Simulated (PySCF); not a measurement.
TDDFT excited states: C4H12O4Si

Species: Si(OMe)4, C₄H₁₂O₄Si.
SMILES: `CO[Si](OC)(OC)OC`

Computed with PySCF, TDDFT wB97X-D/def2-SVPD, vertical, gas phase, core orbitals frozen in the response. Isolated species at its PBE0-D3(BJ)/def2-SVP geometry (one conformer only).

```
state  E (eV)  ν̃ (cm⁻¹)       f  |μ| (D)   main configurations (H = HOMO, L = LUMO)
   S1    7.96      64210  0.0007     0.15                                  H→L (73%)
   S2    7.98      64400  0.0008     0.16                                H-1→L (73%)
   S3    8.23      66410  0.0000     0.01                                H-2→L (67%)
   S4    8.41      67860  0.0022     0.26                 H-3→L (62%), H-2→L+1 (11%)
   S5    8.74      70490  0.0001     0.06                   H-4→L (44%), H-5→L (19%)
   S6    8.75      70550  0.0002     0.08                   H-5→L (44%), H-4→L (19%)
   S7    8.79      70920   0.011     0.56    H→L+2 (24%), H-1→L+3 (20%), H-6→L (19%)
   S8    8.94      72070  0.0001     0.06  H→L+3 (22%), H-1→L+2 (19%), H-2→L+4 (14%)
   S9    8.99      72480   0.014     0.64  H-1→L+4 (21%), H→L+1 (18%), H-2→L+2 (13%)
  S10    8.99      72500   0.015     0.66  H→L+4 (26%), H-1→L+1 (23%), H-2→L+3 (15%)
```

Triplets (Tamm–Dancoff): T1 7.81 eV, H→L (66%), H→L+4 (10%); T2 7.84 eV, H-1→L (66%), H-1→L+4 (10%); T3 8.09 eV, H-2→L (62%), H-2→L+4 (8%); T4 8.28 eV, H-3→L (57%), H-2→L+1 (8%).

The lowest singlet lies at 7.96 eV (156 nm, vacuum ultraviolet) and is very weak; its leading configuration is HOMO→LUMO (73%). The largest oscillator strength of a single state is 0.015. S5/S6 and S9/S10 lie within about 0.01 eV of each other in each set. Löwdin shares by element: HOMO oxygen 68% (atoms not listed hold the other 32%); LUMO carbon 26% or more, silicon 20% (atoms not listed hold the other 53%). Orbital energies (eV): HOMO-3 -10.56, HOMO-2 -10.39, HOMO-1 -10.07, HOMO -10.03, LUMO 2.09, LUMO+1 2.74, LUMO+2 2.83. The listed states span 1.03 eV, and the widest gap between neighbours is 0.33 eV (S4 to S5). Weighted by f, the mean energy of these states is 8.88 eV. Only the lowest 10 singlets were computed, as vertical energies without vibronic structure.

Without π bonds the low states may be Rydberg-like; a valence basis with one diffuse set may place them up to an eV too high.
